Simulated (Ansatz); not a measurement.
CH5BClNSn. The species carries charge 0 and has multiplicity 1. Sn: def2 effective core potential. The bonds changed during the relaxation, so this is another structure than the one it started from.

Z-matrix (Å, degrees):
```
N
Sn 1 2.605
B 1 1.444 2 73.4
H 1 1.008 2 130.2 3 117.4
H 1 1.013 2 88.0 3 -124.3
Cl 2 2.422 1 82.7 3 123.1
C 2 2.292 1 61.9 3 27.8
H 3 1.199 1 115.6 2 116.1
H 7 1.086 2 118.3 1 -144.0
H 7 1.089 2 97.6 1 95.0
```

Q: What are the harmonic wavenumbers in cm⁻¹ at PBE0-D4/def2-TZVP (Ansatz, finite differences of forces, unscaled)? (Estimate.)

A: Ansatz gave: 91, 119, 165, 269, 314, 340, 411, 680, 705, 734, 813, 857, 908, 938, 1049, 1146, 1295, 1432, 1625, 2598, 3122, 3203, 3545, 3670.

Q: Is this a minimum?

A: Yes, all 24 modes are real.

Q: Give the ideal-gas thermochemistry at 298.15 K and 1 bar (rigid rotor, harmonic oscillator; point group C1, symmetry number 1).

A: Zero-point energy 179.6 kJ/mol; H(298) − E = 200.7 kJ/mol; entropy 359.6 J/(mol·K), of which translation 174.7, rotation 117.8, vibration 67.0; G(298) − E = 93.5 kJ/mol. Modes under 100 cm⁻¹ are hindered rotations or soft bends, so the harmonic entropy is rough.

Q: And at 400, 500, 600, 800 and 1000 K?

A: 
| T (K) | H − E (kJ/mol) | S (J/mol/K) | G − E (kJ/mol) |
| --- | --- | --- | --- |
| 400 | 212.6 | 393.9 | 55.1 |
| 500 | 226.1 | 423.9 | 14.1 |
| 600 | 240.9 | 450.8 | -29.6 |
| 800 | 273.4 | 497.4 | -124.6 |
| 1000 | 308.8 | 536.9 | -228.1 |
